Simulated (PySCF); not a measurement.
C5H4F2O, SMILES C1C(=O)C(F)(CC=1)F.

Geometry optimised at PBE0-D3(BJ)/def2-SVP. This is a generated structure with no PubChem entry under its InChIKey; it may be hypothetical. Other conformers were not sampled.

Method: TDA-CAM-B3LYP/def2-SVPD (PySCF 2.14.0).

Vertical excitations.  State labels are in the subgroup Cs.

```tsv
state	symmetry	energy (eV)	λ (nm)	f	main pairs
S1	A"	3.74	331	0.000	HOMO→LUMO 94 %
S2	A'	6.31	197	0.364	HOMO−1→LUMO 89 %
S3	A"	6.84	181	0.000	HOMO→LUMO+2 68 %, HOMO−2→LUMO 22 %
S4	A"	7.24	171	0.000	HOMO−2→LUMO 72 %, HOMO→LUMO+2 23 %
S5	A'	7.85	158	0.006	HOMO→LUMO+1 49 %, HOMO→LUMO+4 33 %, HOMO→LUMO+3 12 %
S6	A"	7.98	155	0.001	HOMO−4→LUMO 90 %
T1	A"	3.22	385	0	HOMO→LUMO 91 %
T2	A'	3.65	339	0	HOMO−1→LUMO 93 %
```
Triplets are in the Tamm–Dancoff approximation.
